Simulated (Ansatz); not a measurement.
`[SiH3]O[SiH](S)Cl` at its PBE0-D4/def2-TZVP geometry, where that method's forces vanish. Charge 0, multiplicity 1.

| atom | x (Å) | y (Å) | z (Å) |
| --- | --- | --- | --- |
| Si1 | -0.4331 | 1.3377 | 1.0577 |
| O2 | -0.5588 | 0.5148 | -0.3606 |
| Si3 | -0.1625 | -0.8471 | -1.1365 |
| S4 | 1.9312 | -1.1137 | -1.3433 |
| Cl5 | -0.9662 | -2.4230 | -0.0969 |
| H6 | -1.5933 | 1.0121 | 1.9219 |
| H7 | -0.4221 | 2.7856 | 0.7451 |
| H8 | 0.8254 | 0.9590 | 1.7512 |
| H9 | -0.7328 | -0.8097 | -2.4930 |
| H10 | 2.1122 | -1.4157 | -0.0457 |

(1) For each bond, give half the difference of the two atoms' forces along it (eV/Å; positive pushes the atoms apart) under PBE-D4, r2SCAN-D4, B3LYP-D4, ωB97M-V in def2-TZVPP. (An estimate is asked.)

## Answers

(1) Computed: 
```csv
bond,length (Å),PBE-D4,r2SCAN-D4,B3LYP-D4,ωB97M-V
Si1–O2,1.645,0.18,0.02,0.10,0.15
Si1–H6,1.483,0.03,-0.03,-0.09,-0.14
Si1–H7,1.481,0.04,-0.03,-0.09,-0.15
Si1–H8,1.486,0.02,-0.02,-0.07,-0.12
O2–Si3,1.617,0.26,0.05,0.05,0.08
Si3–S4,2.121,0.06,0.04,0.13,0.01
Si3–Cl5,2.052,0.12,0.05,0.19,0.06
Si3–H9,1.472,0.03,-0.05,-0.21,-0.22
S4–H10,1.345,0.26,0.02,-0.02,-0.08
```

B3LYP here is the variant with VWN-RPA as its local correlation; programs differ in this.
